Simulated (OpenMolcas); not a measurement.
Computed levels of 2s² 2p² in ions with 6 electrons, in cm-1 above ³P₀.

* Program: OpenMolcas 26.06
* Method: SS-CASPT2, IPEA 0.25 Eh, imaginary shift 0.1 Eh
* Basis: ANO-R2
* Scalar Hamiltonian: X2C, finite nucleus
* Spin-orbit coupling: state interaction with AMFI integrals over the reference wave functions, term energies averaged over their components

Active space for each ion: 4 electrons in 8 orbitals (2s 2p 3s 3p); closed shells correlated by CASPT2: 1s.

```tsv
Level	C	N+	F3+	Ne4+
³P₁	14.5	45.2	214	391
³P₂	43.4	134	627	1128
¹D₂	10460	15710	25870	31060
¹S₀	20860	32330	53780	64390
```

Question: Estimate ³P₂, ¹D₂, ¹S₀ for O2+ from its neighbours N+ and F3+.

Answer: ³P₂ is fine structure, which grows about as the fourth power of a screened charge, so the fourth roots are averaged: ((134^0.25 + 627^0.25) / 2)^4 = 312. The calculation gives 318, so the estimate is off by -1.9 %.
¹D₂ is another term, which grows about linearly with the charge: (15710 + 25870) / 2 = 20790. The calculation gives 20750, so the estimate is off by +0.2 %; the measured value is 20273 (Moore, Selected Tables of Atomic Spectra, NSRDS-NBS 3, section 11).
¹S₀ is another term, which grows about linearly with the charge: (32330 + 53780) / 2 = 43055. The calculation gives 43120, so the estimate is off by -0.2 %; the measured value is 43186 (Moore, Selected Tables of Atomic Spectra, NSRDS-NBS 3, section 11).

CASPT2 does not keep the components of a term degenerate, so their means are used; among the terms shown or strongly mixed into the levels shown the widest spread is 24 cm-1 (2s² 2p² ¹D, C). Active for correlation alone: 3p 3s; no level in the range computed is led by a configuration that fills them, so any true level of that kind is missing (holds for C; O2+; F3+; Ne4+). Terms from blocks run as CI alone lack orbitals of their own (holds for N+). The run also gave levels led by 2s 2p² 3s, 2s² 2p 3p, 2s² 2p 3s, which use shells meant for correlation; these and all levels above them are left out (holds for N+). Measured partners are found by configuration, term and J. A level has none where our copy of the source lacks it or the pairing is in doubt (some pairs that miss far off the trend of their configuration count as doubtful), and it then counts in no deviation. Levels of configurations outside the active space are missing.
